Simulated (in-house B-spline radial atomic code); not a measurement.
**Ru+: [Ar] (3d3/2)3 (3d5/2)6 4s2 4p6 (4d3/2)4 (4d5/2)3 (8p1/2)1 (an excited or competing configuration)**

Method: Dirac-Hartree-Fock, average of the jj configuration, Fermi nucleus of rms radius 4.4809 fm. Calculated with a radial B-spline atomic code at the basis-set limit.

Screening seen three ways: the hydrogenic charge with the same mean radius, Z_r = [3n² - l(l+1)]/(2<r>), the one with the same energy, Z_e = n√(-2ε), and Slater's rules. Values are occupation-weighted means over j. An effective charge above Z reflects the relativistic contraction of the inner shells.

| shell | electrons | ε (eV) | <r> (bohr) | Z_r | Z_e | Slater |
| --- | --- | --- | --- | --- | --- | --- |
| 1s | 2 | -22299 | 0.03343 | 44.87 | 40.48 | 43.70 |
| 2s | 2 | -3327.8 | 0.145 | 41.39 | 31.28 | 39.85 |
| 2p | 6 | -2980.7 | 0.1268 | 39.44 | 29.60 | 39.85 |
| 3s | 2 | -650.41 | 0.3972 | 33.99 | 20.74 | 32.75 |
| 3p | 6 | -532.33 | 0.3971 | 31.48 | 18.77 | 32.75 |
| 3d | 9 | -345.65 | 0.3784 | 27.75 | 15.12 | 23.20 |
| 4s | 2 | -117.7 | 1.003 | 23.94 | 11.76 | 17.10 |
| 4p | 6 | -81.482 | 1.097 | 20.96 | 9.79 | 17.10 |
| 4d | 7 | -30.716 | 1.437 | 14.61 | 6.01 | 6.90 |
| 8p | 1 | -1.8573 | 21.59 | 4.40 | 2.96 | 2.00 |

The least bound orbital is 8p1/2 at -1.857 eV, and it is also the most diffuse (<r> = 21.59 bohr). The part-filled 3d shell lies below the filled 4p shell in orbital energy.

For the 1s electron the small component carries 2.58 % of the norm, the zero-frequency Breit interaction raises the level by 44.98 eV, self-energy by 24.78 eV, and vacuum polarisation lowers it by 2.96 eV.
